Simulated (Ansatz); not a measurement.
Z-matrix (Å, degrees):
```
C
B 1 1.577
H 1 1.094 2 108.1
H 1 1.093 2 112.5 3 118.3
H 1 1.093 2 112.6 3 -118.0
S 2 2.148 1 104.3 3 -177.5
Cl 2 1.823 1 116.3 3 -69.5
Cl 2 1.820 1 116.1 3 68.4
H 6 1.344 2 96.1 1 -172.3
H 6 1.346 2 99.9 1 -78.2
```

Charge 0, multiplicity 1.

(1) List the CAM-B3LYP/def2-TZVPP orbital energies in eV (Ansatz). (Estimate.)

## Answers

(1) The calculation gave: Occupied: -2763.74, -2763.73, -2421.99, -278.09, -258.53, -258.52, -220.02, -197.58, -197.58, -197.45, -197.44, -197.43, -197.42, -187.71, -164.60, -164.52, -164.40, -25.21, -24.07, -23.85, -21.19, -15.63, -15.42, -14.00, -13.38, -12.78, -12.11, -11.64, -11.60, -10.08, -9.98, -9.55, -9.45. Lowest empty: 0.46, 0.54, 1.48, 2.62, 3.54, 3.66, 3.86, 3.95.
